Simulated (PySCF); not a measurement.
Job file and geometry (Å, from GFN2-xTB) of an NMR shielding run on `CS[SiH2]OC(C)C`, C4H12OSSi, GIAO PBE0/pcSseg-1 NMR shielding, non-relativistic, gas phase in PySCF 2.14.0, density-fitted response routines; density fitting, a coarse starting grid and PySCF grid level 2 are the driver's defaults:

```
$ OMP_NUM_THREADS=1 python probes_run.py task.json out

{"job": {"kind": "nmr", "xc": "PBE0", "basis": "pcSseg-1"}, "charge": 0, "multiplicity": 1}
C      3.836182    -0.187809    -1.075868
S      2.728510     0.281880     0.286451
Si     0.889188    -0.185186    -0.670696
O     -0.181358     0.165028     0.466469
C     -1.584559     0.118581     0.399233
C     -2.105438    -0.356580     1.750386
C     -2.116354     1.501177     0.040733
H      3.719711    -1.244449    -1.293100
H      4.849470     0.013490    -0.745939
H      3.607328     0.404298    -1.955604
H      0.866920    -1.599845    -1.047791
H      0.761569     0.622863    -1.885930
H     -1.879791    -0.596583    -0.381144
H     -1.705357    -1.341563     1.975868
H     -1.784222     0.332459     2.527027
H     -3.190448    -0.406881     1.739493
H     -1.787922     2.220320     0.786529
H     -1.731165     1.806580    -0.928869
H     -3.202068     1.491799     0.005289
```

**Question.** What does the program print?

**Answer.** 
```
coarse grid: 16120 points
cycle   1  E = -921.8553457114  dE =  6.343e-01  |g| = 7.226e-01  |ddm| = 3.727e+00
cycle   2  E = -921.7293762475  dE =  1.260e-01  |g| = 1.096e+00  |ddm| = 1.647e+00
cycle   3  E = -921.9571704393  dE = -2.278e-01  |g| = 1.259e-01  |ddm| = 1.133e+00
cycle   4  E = -921.9601506910  dE = -2.980e-03  |g| = 3.795e-02  |ddm| = 1.272e-01
cycle   5  E = -921.9604818837  dE = -3.312e-04  |g| = 6.059e-03  |ddm| = 3.767e-02
cycle   6  E = -921.9604906278  dE = -8.744e-06  |g| = 2.287e-03  |ddm| = 9.495e-03
final grid: 144176 points
cycle   7  E = -922.0151672250  dE = -2.777e-05  |g| = 1.346e-02  |ddm| = 2.994e-02
cycle   8  E = -922.0151312705  dE =  3.595e-05  |g| = 1.885e-02  |ddm| = 2.341e-02
cycle   9  E = -922.0152056563  dE = -7.439e-05  |g| = 1.695e-03  |ddm| = 1.457e-02
cycle  10  E = -922.0152062390  dE = -5.827e-07  |g| = 2.138e-04  |ddm| = 1.630e-03
cycle  11  E = -922.0152062486  dE = -9.607e-09  |g| = 7.224e-05  |ddm| = 2.745e-04
cycle  12  E = -922.0152062498  dE = -1.200e-09  |g| = 2.328e-05  |ddm| = 8.140e-05
cycle  13  E = -922.0152062500  dE = -1.310e-10  |g| = 3.363e-06  |ddm| = 2.008e-05
converged SCF energy = -922.0152062500

GIAO shielding tensors (ppm)
atom      isotropic    diamagn.    paramagn.     s11        s22        s33       span
  0 C      179.005     251.651     -72.646    168.504    174.806    193.706     25.203
  1 S      718.433    1061.147    -342.714    611.592    640.267    903.440    291.848
  2 Si     363.555     882.477    -518.922    320.545    333.681    436.439    115.893
  3 O      285.698     401.549    -115.851    266.644    280.397    310.052     43.409
  4 C      117.118     239.880    -122.762     86.888    107.665    156.799     69.911
  5 C      159.557     247.217     -87.660    140.891    151.523    186.256     45.364
  6 C      160.918     248.299     -87.381    142.713    154.163    185.878     43.165
  7 H       29.998      29.809       0.188     23.966     27.960     38.068     14.101
  8 H       29.795      27.968       1.826     24.093     26.930     38.362     14.269
  9 H       30.042      29.812       0.230     24.031     28.093     38.001     13.971
 10 H       26.442      31.728      -5.286     22.822     25.441     31.062      8.240
 11 H       26.363      31.806      -5.444     22.584     25.935     30.569      7.985
 12 H       27.743      31.829      -4.086     24.405     27.517     31.307      6.901
 13 H       30.144      30.232      -0.087     26.013     28.492     35.927      9.915
 14 H       30.381      30.036       0.345     27.667     28.698     34.779      7.112
 15 H       30.790      28.735       2.054     26.533     28.370     37.467     10.934
 16 H       30.434      30.429       0.005     27.929     28.570     34.803      6.874
 17 H       30.133      30.938      -0.805     25.714     29.187     35.498      9.784
 18 H       30.733      29.124       1.609     26.457     28.319     37.424     10.967
```

**Question.** Turn these shieldings into chemical shifts. Scale: TMS for 13C (186.93 ppm) and 29Si (349.16 ppm) and 1H (31.72 ppm); 33S (503.73 ppm) against CS2; 17O (336.08 ppm) against H2O (reference shieldings calculated alike).

**Answer.** Averaging equivalent atoms: C 4: 69.8; C 5/6: 26.7; C 0: 7.9; S 1: -215; Si 2: -14.4; O 3: 50.4; H 10/11: 5.31; H 12: 3.97; H 7/8/9: 1.77; H 13/14/15/16/17/18: 1.28 ppm. Experimental scales use liquid or dissolved standards, which lie at an offset from isolated H2O (liquid H2O: subtract about 36 ppm).

Size and cost of the density-fitted run: 193 basis functions, 48 s wall time on 1 thread of an Arm Neoverse N1, shared host; peak memory 0.86 GiB.
